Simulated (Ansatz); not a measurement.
H4Zr, SMILES [ZrH4-], charge -1, multiplicity 2.

Geometry: r2SCAN-D4/def2-TZVPD. A frequency run showed that this geometry is not a minimum. The spin state was assumed, not searched. The def2 effective core potentials stand for the cores of Zr; spin–orbit coupling is left out.

Two levels are set side by side: PBE/def2-TZVPD (Ansatz, a quantum-chemistry and plane-wave program) and ωB97X-V/def2-TZVPD (Ansatz). Energy differences of separate SCF runs at the same geometry; the states with an electron removed or added have multiplicity 1. Differences are taken from unrounded values.

```json
[
 {"quantity": "vertical ionisation energy (eV)", "ωB97X-V": "1.10", "PBE": "1.02", "PBE minus ωB97X-V": "-0.08"}
]
```
